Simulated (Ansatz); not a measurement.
Si(Cl)3(SeH) (Cl3HSeSi), SMILES [SeH][Si](Cl)(Cl)Cl.

Coordinates come from a PBE0-D3(BJ)/def2-SVP optimisation. This is a generated structure with no PubChem entry under its InChIKey; it may be hypothetical. The values are those of a single conformer.

Two levels are set side by side: PBE/def2-SVPD (Ansatz, a quantum-chemistry and plane-wave program) and PBE0/def2-SVPD (Ansatz). Energy differences of separate SCF runs at the same geometry; the states with an electron removed or added have multiplicity 2 and 2. Differences are taken from unrounded values.

| quantity | PBE0 | PBE | PBE minus PBE0 |
|---|---|---|---|
| vertical ionisation energy (eV) | 9.88 | 9.60 | -0.27 |
| vertical singlet–triplet gap (eV) | 4.83 | 4.62 | -0.21 |
